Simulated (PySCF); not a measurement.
Al(H)2(PH2) (AlH4P), SMILES [AlH2][PH2]. Coordinates come from a PBE-D3(BJ)/def2-TZVP optimisation.

Method: PySCF 2.14.0 with PBE-D3(BJ)/def2-TZVP.

Harmonic wavenumbers (cm⁻¹): 198, 352, 391, 410, 596, 639, 751, 1049, 1860, 1877, 2324, 2340. Rotational constants (GHz): 64.09, 5.526, 5.275; symmetry number 1.

Q: Work out the zero-point energy and the ideal-gas rigid-rotor harmonic-oscillator thermochemistry at 298.15 K and 1 atm.

A: ZPE = ½ Σ hcν = ½ × 12788 cm⁻¹ = 18.28 kcal/mol. H − E(el) = 21.89 kcal/mol. Entropy in cal/(mol K): translation 38.29, rotation 22.67, vibration 6.41, total 67.37. G − E(el) = 1.80 kcal/mol. Cp = 17.40 cal/(mol K).
